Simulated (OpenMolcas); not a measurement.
**Br5+: effect of the IPEA shift**

```
Program             : OpenMolcas
Basis               : ANO-RCC-VTZP [6s5p3d1f]
Scalar Hamiltonian  : DKH2, point nucleus
Active space        : 2 electrons in 9 orbitals (RAS2 4s 4p; RAS3 4d, at most 2 electrons)
State averaging     : 2S+1 = 3 even, 3 roots; 2S+1 = 1 even, 7 roots; 2S+1 = 3 odd, 3 roots; 2S+1 = 1 odd, 3 roots
Spin-orbit coupling : state interaction with AMFI integrals over the reference wave functions, term energies averaged over their components
```

Methods on the same reference wave functions:
A. RASSCF
B. MS-RASPT2, IPEA 0 Eh, imaginary shift 0.1 Eh (closed shells correlated: 3d)
C. MS-RASPT2, IPEA 0.25 Eh, imaginary shift 0.1 Eh (closed shells correlated: 3d)

Energies in cm-1 above 4s2 1S0, the measured ground level; measured values from Moore, Atomic Energy Levels, vol. II, NSRDS-NBS 35 (1971 reprint of NBS Circular 467, 1952).

```csv
Level,A,B,C,Measured
4s2 1S0,0.0,0.0,0.0,0.0
4s 4p 3P* 0,99836,100972,100969,104316
4s 4p 3P* 1,101794,102926,102923,106431
4s 4p 3P* 2,106192,107328,107325,111336
4s 4p 1P* 1,153288,152960,152975,151274
4p2 3P0,241028,242120,242152,244136
4p2 1D2,242074,243541,243546,
4p2 3P1,243816,244946,244977,247406
4p2 3P2,249154,250358,250383,253892
```

Deviations, from unrounded energies. A percentage is the sum of absolute deviations over the sum of measured energies, with the sign that they share, or ± where signs differ.

| Against measurement | Levels | A | B | C |
| --- | --- | --- | --- | --- |
| mean absolute deviation (cm-1) | 7 | 4000 | 2900 | 2900 |
| other configurations (%) | 7 | ±2.3 | ±1.7 | ±1.7 |

B, C lie about equally close to measurement and A furthest from it. The largest miss of C in the table is 4s 4p 3P* 2, by -4000 cm-1. The ranking rests on the paired levels alone, and a cruder setting can come out closer through cancelling errors.

Between B and C the level of the table that moves most is 4p2 3P0, by 31 cm-1 (lowest in B, highest in C).

The lowest spin-free term lies below A's lowest term by 0.038 hartree in B, 0.038 hartree in C.

Active for correlation alone: 4d; no level in the range computed is led by a configuration that fills it, so any true level of that kind is missing. Some terms mix strongly with configurations of 4d, whose occupation reaches 0.18 (4p2 1D). Measured partners are found by configuration, term and J. A level has none where our copy of the source lacks it or the pairing is in doubt (some pairs that miss far off the trend of their configuration count as doubtful), and it then counts in no deviation. Only configurations of the active space appear. Levels that lie high or do not pair safely by name in every column are left out.

* marks odd parity.
